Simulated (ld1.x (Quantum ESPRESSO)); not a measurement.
**lithium, ultrasoft: configuration errors across variants**

| Quantity | Value |
| --- | --- |
| Element | Li |
| Generator | ld1.x (Quantum ESPRESSO) 7.5 |
| Type | ultrasoft |
| Functional | PBEsol |
| Relativity | scalar-relativistic |
| Frozen core | none |
| Valence charge | 3 |
| Reference configuration | 1s2 2s0 2p0 (charge +1) |
| Partial waves | 1s (bound): rcut 0.90, rcutus 0.95 bohr; 2s (bound, empty): rcut 0.90, rcutus 0.95 bohr; 2p (bound, empty): rcut 3.65, rcutus 4.25 bohr; 2p channel at 0.45 Ry: rcut 3.65, rcutus 4.25 bohr |
| Local potential | all-electron potential smoothed inside 0.75 bohr (lloc = -1) |
| Core correction | none |
| Augmentation charge | PSQ, inside the norm-conserving radii |

All-electron excitation energies from the reference (eV): (1) 1s2 2s1 2p0 -5.187; (2) 1s2 2s0.5 2p0 -3.174; (3) 1s2 2s0 2p1 -3.426; (4) 1s1 2s1 2p0 62.590.

The overlap operator is not positive definite (basis up to 400 Ry) in “base”, “waves 2p (bound): rcut 3.34, rcutus 3.54 bohr; 2p channel at 0.45 Ry: rcut 3.34, rcutus 3.54 bohr”, “waves 2p (bound): rcut 3.65, rcutus 4.04 bohr; 2p channel at 0.45 Ry: rcut 3.65, rcutus 4.04 bohr”. Such files are unfit for use, however small their errors in these radial tests.

1 further variants failed, have other tests or too few solved ones, and are left out.

Errors AE − PS in meV (a dash: test not solved or not reliable):

```csv
change,(1),(2),(3),(4),bound ghosts
base,+0.2,+0.1,-295,+469,not determined (overlap not positive)
"waves 2p (bound): rcut 2.84, rcutus 3.00 bohr; 2p channel at 0.45 Ry: rcut 2.84, rcutus 3.00 bohr",+0.2,+0.1,-3.5,+469,none
"waves 2p (bound): rcut 3.34, rcutus 3.54 bohr; 2p channel at 0.45 Ry: rcut 3.34, rcutus 3.54 bohr",+0.2,+0.1,-128,+469,not determined (overlap not positive)
"waves 2p (bound): rcut 3.65, rcutus 4.04 bohr; 2p channel at 0.45 Ry: rcut 3.65, rcutus 4.04 bohr",+0.2,+0.1,-129,+469,not determined (overlap not positive)
"waves 2p (bound): rcut 3.65, rcutus 5.32 bohr; 2p channel at 0.45 Ry: rcut 3.65, rcutus 5.32 bohr",+0.2,+0.1,+13,+469,none
"waves 2p (bound): rcut 3.65, rcutus 5.56 bohr; 2p channel at 0.45 Ry: rcut 3.65, rcutus 5.56 bohr",+0.2,+0.1,+14,+469,none
```

(1) Give the same row for: waves 2p (bound): rcut 3.65, rcutus 4.52 bohr; 2p channel at 0.45 Ry: rcut 3.65, rcutus 4.52 bohr.

Answers

(1) +0.2, +0.1, +47, +469; bound ghosts: none.
